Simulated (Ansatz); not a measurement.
Start from `[OH][Ta]([OH])([F])=[S]` and change one element to get `[OH][Nb]([OH])([F])=[S]`.

Ansatz, PBE0-D4/def2-TZVP geometries, multiplicity 1. Each molecule was computed in one conformer, which needn't be the lowest.

Elements past krypton have def2 core potentials.

```
                                          property  `[OH][Ta]([OH])([F])=[S]`
               HOMO energy (B3LYP/def2-TZVPP) / eV                      -7.48
    zero-point energy (PBE0-D4/def2-TZVP) / kJ/mol                       79.1
               LUMO energy (B3LYP/def2-TZVPP) / eV                      -1.60
size of the dipole moment (ωB97M-V/def2-TZVPP) / D                       2.40
           HOMO–LUMO gap (ωB97M-V/def2-TZVPP) / eV                      10.57
    size of the dipole moment (PBE/def2-TZVPP) / D                       2.34
```

Q: Give the same properties after the change, and the shifts. (An estimate is asked.)

A: The calculation gave: 
```csv
property,`[OH][Nb]([OH])([F])=[S]`,shift
HOMO energy (B3LYP/def2-TZVPP) / eV,-7.69,-0.21
zero-point energy (PBE0-D4/def2-TZVP) / kJ/mol,79.7,0.6
LUMO energy (B3LYP/def2-TZVPP) / eV,-2.21,-0.61
size of the dipole moment (ωB97M-V/def2-TZVPP) / D,2.19,-0.21
HOMO–LUMO gap (ωB97M-V/def2-TZVPP) / eV,10.12,-0.45
size of the dipole moment (PBE/def2-TZVPP) / D,2.17,-0.17
```

With PBE0 the HOMO falls by 0.20 eV and the LUMO falls by 0.62 eV, so the gap narrows by about 0.42 eV. PBE moves the HOMO by -0.18 eV and ωB97M-V by -0.20 eV. Dipoles are sizes alone; their direction can turn.

B3LYP here is the variant with VWN-RPA as its local correlation; programs differ in this.
